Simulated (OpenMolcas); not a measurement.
# Co7+, Rh7+, Ir7+: d2 down the group

```yaml
Program: OpenMolcas
Method: SS-RASPT2, IPEA 0.25 Eh, imaginary shift 0.1 Eh
Basis: ANO-RCC-VTZP
Scalar_Hamiltonian: DKH2, point nucleus
Spin-orbit_coupling: state interaction with AMFI integrals over the reference wave functions, term energies averaged over their components
```

Active space for each ion: 8 electrons in 8 orbitals (RAS1 p, at most 2 holes; RAS2 d); closed shells correlated by CASPT2: Co7+ 3s; Rh7+ 4s; Ir7+ 5s.

Computed levels in cm-1 above 3F2:

```csv
Level,Co7+,Rh7+,Ir7+
3F3,1415,3670,13590
3F4,3150,7500,22950
3P0,23020,15790,17910
3P1,23550,17450,26650
3P2,24790,21420,40950
1G4,32910,24310,38190
1S0,76070,53600,66980
weight of 3F in the lowest level (%),100,96,85
```

Mixed levels, with the weight of the term that names them: Rh7+ 3P2 (69 %), Ir7+ 3P2 (56 %).

Measured, with the error of the calculation in %. Measured levels: Co7+ from Sugar and Corliss, J. Phys. Chem. Ref. Data 10, 1097 (1981); Ir7+ from van het Hof, Joshi, Wyart and Sugar, J. Res. Natl. Inst. Stand. Technol. 100, 687 (1995).

| Level | Co7+ | Ir7+ |
| --- | --- | --- |
| 3F3 | 1430 (-1.0) | 12672 (+7.2) |
| 3F4 | 3144 (+0.3) | 21615 (+6.2) |
| 3P0 | 22304 (+3.2) | 17254 (+3.8) |
| 3P1 | 22839 (+3.1) | 25221 (+5.7) |
| 3P2 | 24055 (+3.1) | 38878 (+5.3) |
| 1G4 | 32360 (+1.7) | 36253 (+5.3) |
| 1S0 | 74247 (+2.5) | 65022 (+3.0) |

The fine-structure level 3F4 changes by a factor of 7.29 from Co7+ to Ir7+.

Without spin-orbit coupling 3P lies 22130, 13770, 13040 cm-1 above 3F in that order; the difference to the level 3P0, of either sign, comes from spin-orbit coupling, which also lowers the zero.

Term energies are means over components that CASPT2 splits; among the terms shown or strongly mixed into the levels shown the widest spread is 450 cm-1 (4d2 1G, Rh7+). Active for correlation alone: 3p; no level in the range computed is led by a configuration that opens it, so any true level of that kind is missing (holds for Co7+). Active for correlation alone: 4p; no level in the range computed is led by a configuration that opens it, so any true level of that kind is missing (holds for Rh7+). Active for correlation alone: 5p; no level in the range computed is led by a configuration that opens it, so any true level of that kind is missing (holds for Ir7+). Computed and measured levels are paired by configuration, term and J; levels that our copy of the source lacks, or whose pairing is in doubt (as where it misses far off the trend of its configuration), stay unpaired and out of the deviations. Only configurations of the active space appear.
